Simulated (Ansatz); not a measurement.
Reaction (ligand exchange at the Si–F bond): `BN([SiH3])[SiH2]F` + HCl → `BN([SiH3])[SiH2]Cl` + H–F

Calculated with Ansatz (gas phase, PBE0-D4/def2-TZVP geometries, no zero-point term in ΔE). CCSD(T)/CBS is the MP2 limit (def2-TZVPP, def2-QZVPP) plus CCSD(T) − MP2 in def2-TZVPP, frozen cores. This one scheme is used for every species. Functionals use def2-TZVPP. B3LYP here is the variant with VWN-RPA as its local correlation; programs differ in this. Each species was taken in one conformer, which may not be the lowest.

`BN([SiH3])[SiH2]F`:

```xyz
12

B    -0.115    0.388    1.608
N    -0.021    0.024    0.245
Si   -0.864    1.039   -0.921
Si    0.910   -1.350   -0.248
F     2.252   -0.857   -0.961
H     0.452   -0.253    2.445
H    -0.774    1.345    1.913
H    -0.592    0.490   -2.274
H    -0.366    2.432   -0.837
H    -2.323    1.013   -0.655
H     0.161   -2.131   -1.257
H     1.280   -2.141    0.942
```

HCl:

```xyz
2

Cl    0.030    0.066   -0.635
H    -0.030   -0.066    0.635
```

`BN([SiH3])[SiH2]Cl`:

```xyz
12

B     0.480    1.048    1.227
N     0.083    0.215    0.157
Si    1.205   -1.041   -0.361
Si   -1.476    0.388   -0.582
Cl   -2.644   -1.245   -0.140
H    -0.259    1.894    1.640
H     1.568    0.895    1.711
H     0.619   -1.700   -1.556
H     1.392   -2.040    0.718
H     2.509   -0.429   -0.710
H    -1.341    0.419   -2.055
H    -2.136    1.596   -0.049
```

H–F:

```xyz
2

F    -0.148   -0.074    0.429
H     0.148    0.074   -0.429
```

CCSD(T)/CBS gives +0.41 eV.

Question: Another level gave +0.35 eV. Which?
A. PBE0/def2-TZVPP
B. r2SCAN-D4/def2-TZVPP
C. B3LYP/def2-TZVPP
D. PBE0-D4/def2-TZVPP

Answer: D. PBE0-D4 0.35, PBE0 0.39, B3LYP 0.53, r2SCAN-D4 0.44 eV.

Largest T1 diagnostic among the species: 0.012.

In def2-TZVPP, CCSD(T) changes the Hartree–Fock value by −0.13 eV (the triples alone add −0.03 eV) and MP2 by −0.19 eV. The D4 term adds −0.08 eV with B3LYP and −0.04 eV with PBE0; it sums over pairs of atoms, weighted by their polarisabilities, and B3LYP, whose exchange is more repulsive, gets the larger term.
